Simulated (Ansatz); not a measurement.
B₉As₉. Total charge 0; singlet. Geometry PBE-D4/def2-SVP, basis def2-TZVP, Ansatz.

```xyz
18

As   -1.416   -2.498    0.011
As   -1.635    4.051    2.220
As    1.571    1.720    2.716
As   -2.074    0.254    1.611
As   -0.452   -2.248   -4.301
As   -0.775    0.566   -1.726
As    3.296   -1.961   -0.266
As    0.021   -3.068   -2.002
As    1.107    2.174    0.147
B    -1.712    2.229    1.621
B    -1.645   -0.532   -0.266
B     0.098   -1.151   -0.681
B    -0.204    1.179    1.585
B    -0.082    2.830    1.985
B     1.247    0.407    1.097
B     1.558   -2.074   -1.006
B     1.663   -0.906    0.201
B    -0.564   -0.971   -2.946
```

```csv
run,HOMO (eV),LUMO (eV)
A,-6.31,-2.32
B,-5.77,-3.08
C,-5.00,-3.63
D,-5.92,-3.13
E,-5.21,-3.68
F,-7.24,-0.37
```

Single mean-field runs in def2-TZVP are fitted with def2-universal-jkfit.

The runs used BHLYP, HF, PBE, PBE0, r2SCAN, r2SCAN0. Estimate which is which.

A BHLYP (50 % exact exchange); B PBE0 (25 % exact exchange); C PBE (0 % exact exchange); D r2SCAN0 (25 % exact exchange); E r2SCAN (0 % exact exchange); F HF (100 % exact exchange). Exact exchange lowers occupied and raises empty levels; among semilocal functionals meta-GGAs tend to open the gap a little, and such runs are hard to tell apart. The gap grows from 1.37 eV (PBE) to 6.87 eV (HF).
